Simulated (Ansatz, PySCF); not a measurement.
Breaking the Cd1–H2 bond in CdH2Se (SMILES [SeH][CdH]) (multiplicity 1 held, fragments rigid). Energies count from the point at 1.673 Å.
Geometry at that point (charge 0, multiplicity 1):
```xyz
4

Cd    -0.578    -0.435    -0.716
H     -1.527    -1.155    -1.891
Se     0.833     0.666     1.015
H      0.951    -0.596     1.766
```

Restricted levels (R-, RO-) in cc, def2 and unpolarised 6-31G sets keep to the state of the molecule at rest. Unrestricted levels (U-) break spin symmetry where that is lower. Curves can end on different states.

Rows in 3-21G, LANL2DZ carry no dispersion term and start afresh at each structure; the Pople sets are all-electron and without relativity. LANL2DZ brings its own core potentials from Na on.

The values were computed with Ansatz (Gaussian basis) for Hartree–Fock, density functionals and correlated methods; PySCF for 3-21G rows, LANL2DZ rows. Values without a source in brackets are computed. In def2 rows elements past Kr take small-core potentials, without spin–orbit coupling.

**Question.** One of these levels gives 4.400 eV for the energy at R = 5.353 Å. Which?
A. R-B3LYP/def2-TZVPP
B. U-HF/LANL2DZ
C. R-HF/3-21G
D. U-r2SCAN/def2-TZVPP

**Answer.** A, R-B3LYP/def2-TZVPP. The others give 5.854 (R-HF/3-21G), 2.125 (U-HF/LANL2DZ), 3.037 (U-r2SCAN/def2-TZVPP)

Doubts at one or more of the structures used: a restricted determinant that unrestricted orbitals would lower (R-HF/3-21G, R-B3LYP/def2-TZVPP); a spin-contaminated determinant (U-HF/LANL2DZ, U-r2SCAN/def2-TZVPP).

Ansatz is a first-principles code.
